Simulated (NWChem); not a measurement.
System: C3H9BeN; SMILES C[CH](C)[Be][NH2]

Input file for NWChem:

```
start job
memory heap 200 mb stack 900 mb global 1100 mb
geometry units angstroms noautosym nocenter noautoz
  Be     0.045827     1.082273    -0.151966
  C     -0.009596    -0.605195    -0.392421
  C     -1.320369    -1.227022     0.142917
  C      1.211119    -1.346623     0.195533
  H      0.001347    -0.775411    -1.482894
  H     -1.363258    -2.310007    -0.052217
  H     -1.416448    -1.099305     1.229913
  H     -2.211949    -0.780838    -0.316771
  H      2.158787    -0.988506    -0.227354
  H      1.159629    -2.429904     0.003472
  H      1.275426    -1.220508     1.284750
  N      0.080920     2.573113     0.063901
  H     -0.660276     3.121715     0.482950
  H      0.849838     3.183957    -0.184156
end
basis spherical
  Be library def2-svp
  C library def2-svp
  H library def2-svp
  N library def2-svp
end
dft
  xc pbe0
  iterations 150
end
property
  efieldgrad
end
task dft property
```

Parts of the log:

```
             Northwest Computational Chemistry Package (NWChem) 7.3.0
             --------------------------------------------------------

                             Geometry "geometry" -> ""
                             -------------------------

 Output coordinates in angstroms (scale by  1.889725989 to convert to a.u.)

  No.       Tag          Charge          X              Y              Z
 ---- ---------------- ---------- -------------- -------------- --------------
    1 Be                   4.0000     0.04582700     1.08227300    -0.15196600
    2 C                    6.0000    -0.00959600    -0.60519500    -0.39242100
    3 C                    6.0000    -1.32036900    -1.22702200     0.14291700
    4 C                    6.0000     1.21111900    -1.34662300     0.19553300
    5 H                    1.0000     0.00134700    -0.77541100    -1.48289400
    6 H                    1.0000    -1.36325800    -2.31000700    -0.05221700
    7 H                    1.0000    -1.41644800    -1.09930500     1.22991300
    8 H                    1.0000    -2.21194900    -0.78083800    -0.31677100
    9 H                    1.0000     2.15878700    -0.98850600    -0.22735400
   10 H                    1.0000     1.15962900    -2.42990400     0.00347200
   11 H                    1.0000     1.27542600    -1.22050800     1.28475000
   12 N                    7.0000     0.08092000     2.57311300     0.06390100
   13 H                    1.0000    -0.66027600     3.12171500     0.48295000
   14 H                    1.0000     0.84983800     3.18395700    -0.18415600

 Effective nuclear repulsion energy (a.u.)     145.6091587951

                              NWChem Property Module
                              ----------------------

  itol2e modified to match energy
  convergence criterion.

                                 NWChem DFT Module
                                 -----------------

 Summary of "ao basis" -> "ao basis" (spherical)
 ------------------------------------------------------------------------------
       Tag                 Description            Shells   Functions and Types
 ---------------- ------------------------------  ------  ---------------------
 Be                         def2-svp                 5        9   3s2p
 C                          def2-svp                 6       14   3s2p1d
 H                          def2-svp                 3        5   2s1p
 N                          def2-svp                 6       14   3s2p1d

  itol2e modified to match energy
  convergence criterion.

            General Information
            -------------------
          SCF calculation type: DFT
          Wavefunction type:  closed shell.
          No. of atoms     :    14
          No. of electrons :    38
           Alpha electrons :    19
            Beta electrons :    19
          Charge           :     0
          Spin multiplicity:     1
          Use of symmetry is: off; symmetry adaption is: off
          Maximum number of iterations: 150
          AO basis - number of functions:   110
                     number of shells:    56
          Convergence on energy requested:  1.00D-07
          Convergence on density requested:  1.00D-05
          Convergence on gradient requested:  5.00D-04

              XC Information
              --------------
                         PBE0 Method XC Functional
                     Hartree-Fock (Exact) Exchange  0.250
          PerdewBurkeErnzerhof Exchange Functional  0.750
            Perdew 1991 LDA Correlation Functional  1.000 local
           PerdewBurkeErnz. Correlation Functional  1.000 non-local

             Grid Information
             ----------------
          Grid used for XC integration:  fine
          Radial quadrature: Mura-Knowles
          Angular quadrature: Lebedev.
          Tag              B.-S. Rad. Rad. Pts. Rad. Cut. Ang. Pts.
          ---              ---------- --------- --------- ---------
          Be                  1.05       70          11.0       590
          C                   0.70       70          12.0       590
          H                   0.35       60          14.0       590
          N                   0.65       70          13.0       590
          Grid pruning is: on
          Number of quadrature shells:   890
          Spatial weights used:  Erf1

      Superposition of Atomic Density Guess
      -------------------------------------

 Sum of atomic energies:        -186.16585112

      Non-variational initial energy
      ------------------------------

 Total energy =    -189.117432
 1-e energy   =    -536.029478
 2-e energy   =     201.302887
 HOMO         =      -0.330946
 LUMO         =       0.000803

   convergence    iter        energy       DeltaE   RMS-Dens  Diis-err
 ---------------- ----- ----------------- --------- --------- ---------
 d= 0,ls=0.0,diis     1   -188.8203219394 -3.34D+02  8.34D-03  5.13D-01
 d= 0,ls=0.0,diis     2   -188.8220639654 -1.74D-03  4.28D-03  5.61D-01
 d= 0,ls=0.0,diis     3   -188.8832290291 -6.12D-02  9.36D-04  3.13D-02
 d= 0,ls=0.0,diis     4   -188.8867589348 -3.53D-03  2.81D-04  1.08D-03
 d= 0,ls=0.0,diis     5   -188.8868887053 -1.30D-04  7.02D-05  8.56D-05
  Resetting Diis
 d= 0,ls=0.0,diis     6   -188.8869004692 -1.18D-05  1.32D-05  1.88D-06
 d= 0,ls=0.0,diis     7   -188.8869007140 -2.45D-07  4.90D-06  1.17D-07
 d= 0,ls=0.0,diis     8   -188.8869007133  7.51D-10  2.23D-06  1.38D-07

         Total DFT energy =     -188.886900713274
      One electron energy =     -542.038809621368
           Coulomb energy =      236.736777102425
    Exchange-Corr. energy =      -29.194026989473
 Nuclear repulsion energy =      145.609158795142

 Numeric. integr. density =       38.000004932380

                       DFT Final Molecular Orbital Analysis
                       ------------------------------------

 Vector   17  Occ=2.000000D+00  E=-3.294794D-01
              MO Center= -3.2D-03, -9.2D-01, -1.3D-01, r^2= 2.8D+00
   Bfn.  Coefficient  Atom+Function         Bfn.  Coefficient  Atom+Function
  ----- ------------  ---------------      ----- ------------  ---------------
    15      0.306400   2 C  pz               52     -0.287568   5 H  s
    43     -0.227178   4 C  pz               29     -0.220888   3 C  pz
    82     -0.203204  11 H  s                62     -0.198418   7 H  s
    53     -0.150525   5 H  s                18      0.141533   2 C  pz
    63     -0.122789   7 H  s                83     -0.123230  11 H  s

[...]

          -----------------------
          Electric field gradient
          -----------------------

 1 a.u. = 0.324123 10**(16) esu/cm**3  ( or statvolts/cm**2 ) = 0.97174 10**(22) v/m**2

 ------------------------------------------------------------
   Atom      X         Y         Z
 ------------------------------------------------------------
    1 Be   0.08660   2.04520  -0.28717
 ------------------------------------------------------------

 Electric field gradient in molecular frame (a.u.)
         XX             YY             ZZ             XY             XZ             YZ
 ------------------------------------------------------------------------------------------
       -0.146142       0.234138      -0.087996       0.005822       0.028328       0.044088

 Principal components (a.u.) and orientation
 of principal axis w.r.t. absolute frame                      Asymmetry parameter eta
 --------------------------------------------------------------------------------------
        0.240300      -0.158001      -0.082299                       0.315032

        0.024832       0.919767       0.391680
        0.990512       0.030336      -0.134033
        0.135161      -0.391292       0.910287

 ------------------------------------------------------------
   Atom      X         Y         Z
 ------------------------------------------------------------
    2 C   -0.01813  -1.14365  -0.74157
 ------------------------------------------------------------

 Electric field gradient in molecular frame (a.u.)
         XX             YY             ZZ             XY             XZ             YZ
 ------------------------------------------------------------------------------------------
       -0.143210       0.221067      -0.077858       0.012959       0.006743       0.099869

 Principal components (a.u.) and orientation
 of principal axis w.r.t. absolute frame                      Asymmetry parameter eta
 --------------------------------------------------------------------------------------
        0.251885      -0.143934      -0.107951                       0.142854

        0.036319       0.996530       0.074887
        0.956229      -0.012882      -0.292336
        0.290357      -0.082226       0.953379

 ------------------------------------------------------------
   Atom      X         Y         Z
 ------------------------------------------------------------
    3 C   -2.49514  -2.31874   0.27007
 ------------------------------------------------------------

 Electric field gradient in molecular frame (a.u.)
         XX             YY             ZZ             XY             XZ             YZ
 ------------------------------------------------------------------------------------------
       -0.001257      -0.007463       0.008720      -0.022163       0.005488       0.011177

 Principal components (a.u.) and orientation
 of principal axis w.r.t. absolute frame                      Asymmetry parameter eta
 --------------------------------------------------------------------------------------
       -0.030456       0.019376       0.011080                       0.272393

        0.612246       0.624207       0.485305
        0.733555      -0.677478      -0.054048
       -0.295046      -0.389088       0.872673

 ------------------------------------------------------------
   Atom      X         Y         Z
 ------------------------------------------------------------
    4 C    2.28868  -2.54475   0.36950
 ------------------------------------------------------------

 Electric field gradient in molecular frame (a.u.)
         XX             YY             ZZ             XY             XZ             YZ
 ------------------------------------------------------------------------------------------
        0.002059      -0.011336       0.009276       0.019091      -0.004001       0.012866

 Principal components (a.u.) and orientation
 of principal axis w.r.t. absolute frame                      Asymmetry parameter eta
 --------------------------------------------------------------------------------------
       -0.029181       0.018686       0.010494                       0.280727

       -0.523631       0.546143      -0.653864
        0.790050       0.598485      -0.132805
       -0.318797       0.586126       0.744866

 ------------------------------------------------------------
   Atom      X         Y         Z
 ------------------------------------------------------------
    5 H    0.00255  -1.46531  -2.80226
 ------------------------------------------------------------

 Electric field gradient in molecular frame (a.u.)
         XX             YY             ZZ             XY             XZ             YZ
 ------------------------------------------------------------------------------------------
        0.142309       0.148598      -0.290907       0.001369       0.004446      -0.067958

 Principal components (a.u.) and orientation
 of principal axis w.r.t. absolute frame                      Asymmetry parameter eta
 --------------------------------------------------------------------------------------
       -0.301223       0.158895       0.142328                       0.055001

       -0.010371       0.041631       0.999079
        0.149405       0.987982      -0.039617
        0.988722      -0.148856       0.016466

 ------------------------------------------------------------
   Atom      X         Y         Z
 ------------------------------------------------------------
    6 H   -2.57618  -4.36528  -0.09868
 ------------------------------------------------------------

 Electric field gradient in molecular frame (a.u.)
         XX             YY             ZZ             XY             XZ             YZ
 ------------------------------------------------------------------------------------------
        0.147921      -0.284516       0.136595      -0.015384      -0.001765      -0.080554

 Principal components (a.u.) and orientation
 of principal axis w.r.t. absolute frame                      Asymmetry parameter eta
 --------------------------------------------------------------------------------------
       -0.299932       0.151811       0.148120                       0.012307

        0.034475       0.300490       0.953162
        0.982787      -0.183394       0.022270
        0.181496       0.935987      -0.301640

 ------------------------------------------------------------
   Atom      X         Y         Z
 ------------------------------------------------------------
    7 H   -2.67670  -2.07739   2.32420
 ------------------------------------------------------------

 Electric field gradient in molecular frame (a.u.)
         XX             YY             ZZ             XY             XZ             YZ
 ------------------------------------------------------------------------------------------
        0.149258       0.145908      -0.295167       0.002827       0.038819      -0.054647

 Principal components (a.u.) and orientation
 of principal axis w.r.t. absolute frame                      Asymmetry parameter eta
 --------------------------------------------------------------------------------------
       -0.305162       0.154471       0.150692                       0.012383

       -0.085240       0.705108       0.703958
        0.120359      -0.694068       0.709776
        0.989064       0.145229      -0.025704

 ------------------------------------------------------------
   Atom      X         Y         Z
 ------------------------------------------------------------
    8 H   -4.17998  -1.47557  -0.59861
 ------------------------------------------------------------

 Electric field gradient in molecular frame (a.u.)
         XX             YY             ZZ             XY             XZ             YZ
 ------------------------------------------------------------------------------------------
       -0.149152       0.074932       0.074220       0.151751      -0.156935       0.080498

 Principal components (a.u.) and orientation
 of principal axis w.r.t. absolute frame                      Asymmetry parameter eta
 --------------------------------------------------------------------------------------
       -0.307281       0.156003       0.151278                       0.015378

        0.809858      -0.262114       0.524811
       -0.409920       0.387106       0.825902
        0.419638       0.883994      -0.206055

 ------------------------------------------------------------
   Atom      X         Y         Z
 ------------------------------------------------------------
    9 H    4.07952  -1.86801  -0.42964
 ------------------------------------------------------------

 Electric field gradient in molecular frame (a.u.)
         XX             YY             ZZ             XY             XZ             YZ
 ------------------------------------------------------------------------------------------
       -0.188635       0.102175       0.086460      -0.129993       0.153960       0.060564

 Principal components (a.u.) and orientation
 of principal axis w.r.t. absolute frame                      Asymmetry parameter eta
 --------------------------------------------------------------------------------------
       -0.307706       0.156405       0.151301                       0.016586

        0.860916       0.229892      -0.453842
        0.330222       0.426099       0.842255
       -0.387009       0.874980      -0.290920

[...]
```

Level: PBE0/def2-SVP. Coordinates come from a B3LYP/6-31G* (spherical d) optimisation. NWChem prints the field gradient with the sign opposite to the second derivative of the potential.
